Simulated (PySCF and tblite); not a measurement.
The numbers below are computed, except where a source is named.
C₄H₇FO₂, numbered as in [F:1][CH:2]1[CH2:3][O:4][CH2:5][O:6][CH2:7]1. The same 3 conformers on PBE0-D3(BJ)/def2-SVP geometries, with only the solvent of the single-point energies changed (functional PBE0, basis set def2-TZVP, D3(BJ) where defined; PySCF).

The 6-ring runs over atoms 2–3–4–5–6–7. Of a mirror pair one member is shown.

| conformer | shape | symmetry | dipole D |
| --- | --- | --- | --- |
| 1 | 6-ring chair (all substituents equatorial) | Cs | 0.74 |
| 2 | 6-ring chair (F1 axial) | Cs | 3.00 |
| 3 | 6-ring twist-boat (ring torsions 66, -35, -32, 69, -34, -28°) | C1 (pair) | 1.25 |

Energies (kcal/mol) above conformer 1 and its weight at 298.15 K (thermal terms from GFN2-xTB):

```csv
solvent,E(2) − E(1),E(3) − E(1),weight of 1 (%),dipole of 1 (D),of 2
gas phase,0.32,4.05,58,0.74,3.00
cyclohexane,-0.17,4.04,38,0.83,3.37
chloroform,-0.76,4.03,18,0.93,3.74
acetone,-1.35,4.04,8,1.03,4.07
water,?,?,?,?,?
```

Question: What does water give?

Answer: E(2) − E(1) = -1.52 kcal/mol, E(3) − E(1) = 4.04 kcal/mol, weight of conformer 1 6 %, dipoles 1.06 and 4.17 D.

Question: How much does the choice of solvent matter?

Answer: The widest range is that of E(2) − E(1), which runs from -1.52 (water) to 0.32 kcal/mol (gas phase), a spread of 1.84, against RT = 0.59. From gas phase to water conformer 2 gains, the one with the larger dipole, as a polar medium favours it. Some levels give another conformer the largest weight.
